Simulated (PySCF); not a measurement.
Spinor energies of Sn⁻ (tin, charge -1)

Start: [Kr] 4d10 5s2 5p3; 5p1/2 filled at m_j = -1/2, +1/2; 5p3/2 filled at m_j = +3/2. Calculated with PySCF 2.14 in x2c-TZVPall-2c with one added diffuse shell each of s, p, d, f type (9s10p6d3f, 90 functions): generalised Hartree-Fock with the X2C-1e Hamiltonian and a Gaussian nucleus; one run each with spin-orbit coupling (SO) switched off, then screened by Boettger's factors.

```
spinor shell  electrons  ε, spin-free (eV)  ε, screened SO (eV)  weight of nominal j (screened SO)  rms radius, screened SO (bohr)
       1s1/2          2           -29340.9             -29338.1                              1.000                          0.0333
       2s1/2          2            -4517.1              -4516.3                              1.000                           0.136
       2p1/2          2            -4047.3              -4207.3                              1.000                           0.118
       2p3/2          4            -4047.3              -3974.4                              1.000                           0.123
       3s1/2          2            -906.54              -906.31                              1.000                           0.361
       3p1/2          2            -749.25              -779.37                              1.000                           0.354
       3p3/2          4            -749.25              -735.39                              1.000                           0.366
       3d3/2          4            -507.72              -512.91                              1.000                           0.340
       4s1/2          2            -153.75              -153.68                              1.000                           0.874
       4p1/2          2            -103.85              -109.31                              1.000                           0.930
       4p3/2          4            -103.85              -101.31                              1.000                           0.960
       4d3/2          4            -29.311              -29.964                              0.996                            1.18
       4d5/2          6            -29.311              -28.804                              0.997                            1.19
       5s1/2          2             -8.018               -8.001                              1.000                            2.78
       5p1/2          2             -1.586               -1.682                              0.567                            4.01
       5p3/2          1             -1.586               -1.400                              1.000                            4.17
```

(1) Where does 3d5/2 lie, and what is the 3d spin-orbit splitting (screened SO)?

```
   quantity    spin-free  screened SO
E (hartree)  -6173.08416  -6174.54739
        M_J          3/2          3/2
       ⟨J²⟩        3.755        3.756
       ⟨L²⟩        0.000        0.043
       ⟨S²⟩        3.755        3.739
```

Each row is a mean over spinors that exchange with the open shell spreads, by up to 4.472 eV (5s1/2).

Rows whose weight is well below 1 are mixtures of j = l ± 1/2: exchange outweighs spin-orbit coupling there, and the label is only the starting occupation.

Breit and QED terms are absent; they matter most for the inner s and p1/2 levels.

Densities and radii are taken from the X2C orbitals without a picture-change correction, which distorts them close to the nucleus.

Without spin-orbit coupling the j labels of p, d and f shells carry no meaning; the spin-free column gives the mean over the occupied spinors of each nl shell.

Results:

(1) At -504.03 eV, 8.877 eV above 3d3/2.
